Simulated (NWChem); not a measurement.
# Si2H3OF3; SMILES F[Si](F)(F)O[SiH3]

```xyz
9

F      1.2369    -0.8701    -0.9088
Si    -0.0095    -0.7772     0.1120
F     -1.2374    -1.6053    -0.5174
F      0.4143    -1.4932     1.4893
O     -0.4297     0.7712     0.3713
Si    -0.0070     2.3497    -0.0647
H     -0.1487     2.5149    -1.5499
H      1.4112     2.6208     0.3453
H     -0.9458     3.2653     0.6568
```
Atoms are numbered in this order, from 1.

Level: PBE-D3(BJ)/def2-SVP (NWChem), optimised geometry, unscaled harmonic frequencies. 

```json
[
 {"frequency (cm⁻¹)": "20", "IR intensity (km/mol)": "0.4"},
 {"frequency (cm⁻¹)": "42", "IR intensity (km/mol)": "0.1"},
 {"frequency (cm⁻¹)": "59", "IR intensity (km/mol)": "0.9"},
 {"frequency (cm⁻¹)": "237", "IR intensity (km/mol)": "0.0"},
 {"frequency (cm⁻¹)": "240", "IR intensity (km/mol)": "2.8"},
 {"frequency (cm⁻¹)": "322", "IR intensity (km/mol)": "43.0"},
 {"frequency (cm⁻¹)": "357", "IR intensity (km/mol)": "33.6"},
 {"frequency (cm⁻¹)": "371", "IR intensity (km/mol)": "47.5"},
 {"frequency (cm⁻¹)": "599", "IR intensity (km/mol)": "6.9"},
 {"frequency (cm⁻¹)": "698", "IR intensity (km/mol)": "46.8"},
 {"frequency (cm⁻¹)": "710", "IR intensity (km/mol)": "48.2"},
 {"frequency (cm⁻¹)": "837", "IR intensity (km/mol)": "79.9"},
 {"frequency (cm⁻¹)": "914", "IR intensity (km/mol)": "58.1"},
 {"frequency (cm⁻¹)": "915", "IR intensity (km/mol)": "52.1"},
 {"frequency (cm⁻¹)": "952", "IR intensity (km/mol)": "339.5"},
 {"frequency (cm⁻¹)": "974", "IR intensity (km/mol)": "201.5"},
 {"frequency (cm⁻¹)": "981", "IR intensity (km/mol)": "182.5"},
 {"frequency (cm⁻¹)": "1116", "IR intensity (km/mol)": "482.2"},
 {"frequency (cm⁻¹)": "2183", "IR intensity (km/mol)": "55.7"},
 {"frequency (cm⁻¹)": "2191", "IR intensity (km/mol)": "116.5"},
 {"frequency (cm⁻¹)": "2212", "IR intensity (km/mol)": "99.6"}
]
```

```yaml
zero_point_energy: 24.2 kcal/mol
thermal correction to the enthalpy at 298.15 K (with zero-point energy): 29.9 kcal/mol
heat capacity Cv: 25.9 cal/(mol K)
entropy at 298.15 K and 1 atm (symmetry number 1): 94.1 cal/(mol K)
dipole_moment: 2.04 D
```

Rigid rotor and harmonic oscillator; modes under 100 cm⁻¹ make the entropy uncertain.
